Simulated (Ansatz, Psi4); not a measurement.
# NaBr (SMILES [Na][Br]): the vertical ionisation energy from total energies

NaBr: 2 atoms, total charge 0, spin state singlet. SMILES: `[Na][Br]`. Geometry: relaxed at PBE0-D4/def2-TZVP.

```xyz
2

Na    1.0671   -0.3794    0.5374
Br   -1.0671    0.3794   -0.5374
```

Both states at this one shape; open shells run unrestricted unless said. 1 Eh = 27.2114 eV.

| level | program | singlet NaBr (Eh) | doublet NaBr+ (Eh) |
| --- | --- | --- | --- |
| TPSS/cc-pVTZ | Psi4 | -2736.496244 | -2736.172287 |
| CCSDT(Q)/STO-3G, 10 core orbitals frozen | Ansatz | -2704.624976 | -2704.490601 |

**Question.** Work out the vertical ionisation energy at each level.

**Answer.** 
1. TPSS/cc-pVTZ: -2736.172287 − (-2736.496244) = 0.323957 Eh = 8.82 eV.
2. CCSDT(Q)/STO-3G: -2704.490601 − (-2704.624976) = 0.134375 Eh = 3.66 eV.

No measured value is set beside it here; the levels span 3.66 to 8.82 eV. Spin-orbit coupling, which splits open shells on such heavy atoms by tenths of an eV, is left out. Minimal sets are far from the basis-set limit. All-electron rows are non-relativistic unless named.
